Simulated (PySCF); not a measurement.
CH$_{5}$AlSe (SMILES [CH3][AlH][SeH]), singlet, geometry from GFN2-xTB (such geometries of metal compounds can be far from the true shape). Base run: PySCF with PBE0/6-31G*, polarisability.

Here is a job for PySCF.
```python
from pyscf import gto, scf, dft
from pyscf.prop import polarizability

mol = gto.Mole()
mol.atom = '''
    Al    0.031621   -0.661465    1.021935
    H    -1.241233   -1.337807    1.573067
    C     1.798305   -0.799710    1.901402
    H     1.760100   -1.406179    2.812949
    H     2.198001    0.181830    2.186893
    H     2.553620   -1.253393    1.246917
    Se   -0.431273    0.503726   -0.932288
    H    -1.808107    0.086162   -0.815616
'''
mol.basis = '6-31g*'
mol.charge = 0
mol.spin = 0
mol.verbose = 4
mol.build()

mf = dft.RKS(mol)
mf.xc = 'pbe0'
mf.kernel()
alpha = mf.Polarizability().polarizability()[2, 2]
print('alpha_zz =', alpha)
```

Variants of this job, named by their change:

```csv
change,alpha_zz (bohr³),basis functions,core-seconds (rough)
base,65.79,74,20
finite field (a.u.) = 2e-4; conv_tol = 1e-6,45.07,74,8
"functional = lda,vwn",[?],74,10
finite field (a.u.) = 0.001; conv_tol = 1e-11,65.79,74,20
basis = aug-cc-pVDZ,78.79,131,40
functional = pbe,69.02,74,10
basis = STO-3G,30.60,37,6
functional = camb3lyp,64.13,74,50
basis = def2-SVP,[?],[?],20
finite field (a.u.) = 0.001; conv_tol = 1e-6,65.79,74,10
functional = hf,59.45,74,3
finite field (a.u.) = 0.005; conv_tol = 1e-11,65.81,74,20
```

Task: Complete the blanks.

Result: 
- functional = lda,vwn, alpha_zz (bohr³): 69.63
- basis = def2-SVP, alpha_zz (bohr³): 65.13
- basis = def2-SVP, basis functions: 89

Finite-field rows take the second difference of the energy in a field along z; a small field with loose convergence shows SCF noise divided by the square of the field, and a large one adds hyperpolarisability.
